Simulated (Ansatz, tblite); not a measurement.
**Ligand exchange: C3H7F + I2 → C2H4FI + CH3I**

Species: C3H7F `CC(C)F`, singlet; I2 (iodine), singlet; C2H4FI `CC(F)I`, singlet; CH3I (methyl iodide) `CI`, singlet. The partners trade CH3 for I: C–CH3 and I–I bonds give way to C–I and I–CH3.

Shapes, held fixed at every level: PBE0-D4/def2-TZVP. Programs: Ansatz 0.2.0, tblite 0.8.0. The zero-point and thermal change to 298 K, harmonic and unscaled (PBE0-D4/def2-TZVP), is -4.7 kJ/mol.

Task: Estimate ΔH(298 K) of this reaction.

Result: The highest level, CCSD(T)/def2-TZVPP, gives ΔH(298 K) = +52.2 kJ/mol; the levels span +52.2 to +114.5. GFN1-xTB strays far from the other rows. The column of differences is taken from that level and isn't an error. No measured value is set beside it here. For atoms past krypton def2 sets carry core potentials with scalar relativity. Outer-core shells of I are correlated, in sets that cover them unevenly. CCSD(T)/def2-TZVPP lies outside the range of all other levels here, so it shouldn't be taken on trust.

```json
{"level": "GFN1-xTB", "kind": "semi-empirical", "ΔH(298 K) (kJ/mol)": "+114.5", "less CCSD(T)/def2-TZVPP": "+62.3"}
{"level": "HF/def2-SVP", "kind": "Hartree–Fock", "ΔH(298 K) (kJ/mol)": "+90.0", "less CCSD(T)/def2-TZVPP": "+37.8"}
{"level": "PBE0-D4/def2-TZVPP", "kind": "global hybrid", "ΔH(298 K) (kJ/mol)": "+65.8", "less CCSD(T)/def2-TZVPP": "+13.6"}
{"level": "r2SCAN0-D4/def2-TZVPP", "kind": "global hybrid", "ΔH(298 K) (kJ/mol)": "+66.1", "less CCSD(T)/def2-TZVPP": "+13.9"}
{"level": "wB97M-V/def2-TZVPP", "kind": "range-separated hybrid", "ΔH(298 K) (kJ/mol)": "+65.5", "less CCSD(T)/def2-TZVPP": "+13.3"}
{"level": "MP2/def2-SVP", "kind": "perturbation theory", "ΔH(298 K) (kJ/mol)": "+69.5", "less CCSD(T)/def2-TZVPP": "+17.3"}
{"level": "CCSD/def2-SVP", "kind": "coupled cluster or CI", "ΔH(298 K) (kJ/mol)": "+78.5", "less CCSD(T)/def2-TZVPP": "+26.3"}
{"level": "CCSD/def2-TZVPP", "kind": "coupled cluster or CI", "ΔH(298 K) (kJ/mol)": "+57.4", "less CCSD(T)/def2-TZVPP": "+5.2"}
{"level": "CCSD(T)/def2-TZVPP", "kind": "coupled cluster or CI", "ΔH(298 K) (kJ/mol)": "+52.2", "less CCSD(T)/def2-TZVPP": "0.0"}
```
